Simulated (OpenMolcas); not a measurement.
**Pd2+: effect of the metal basis**

Pd2+ with its 6 nearest oxide ions at 2.298 Å, on the Ca site of CaO (a = 4.8105 Å, distance in the model lattice 2.405 Å). The rest of the host is ab initio model potentials to 7.6 Å and point charges beyond; the distance is set by hand and nothing relaxes.

```yaml
Program: OpenMolcas
Method: CASSCF
Spin-orbit_coupling: state interaction with AMFI integrals over the reference wave functions
```

Fixed: ligand basis ANO-RCC-VDZP, active space 8 electrons in 5 orbitals (4d), DKH2 Hamiltonian.

States (labels of O, the rotations of Oh). Energies in cm-1 above the lowest state or level, χT in cm3 K/mol; 10Dq and B are least-squares fits to the states below 45000 cm-1, weighted by degeneracy, with a free offset, and given where the rms deviation is under 5 % of |10Dq| (or 100 cm-1) and under 700 cm-1.

```tsv
Run	Metal basis	Ground state	First state of that spin	10Dq	B (rms of fit)	First gap with spin-orbit (degeneracies)	χT at 300 K	First state of another spin	Cost
A	ANO-RCC-VDZP	3A2	3T2 14479	14840	780 (194)	11424 (3, 2)	1.326	1E 12197	roughly 40 core-seconds
B	ANO-RCC-VTZP	3A2	3T2 14156	14481	793 (164)	11539 (3, 2)	1.333	1E 12437	roughly 30 core-seconds
```

Against A, |10Dq| changes by -2.4 % in B.

Costs are those of the RASSCF and RASSI steps.

Without dynamic correlation the repulsion within the d shell is too large (B by tens of per cent), so at a given field states of lower spin stand too high. Real 4d8 and 5d8 ions are as a rule square planar and diamagnetic. With metal d orbitals alone the field can be off either way by tens of per cent. Ligand-to-metal charge-transfer states are missing. With no ligand orbital active B as a rule stays too high, so bands that hang on it stand too high and its fall with covalency is understated. The least metal-like active orbital is 82 % on the metal (Löwdin) and no ligand orbital is active, so the numbers are rough (holds for A). The least metal-like active orbital is 84 % on the metal (Löwdin) and no ligand orbital is active, so the numbers are rough (holds for B). No measured value stands beside these numbers; the geometry was set by hand and not optimised.
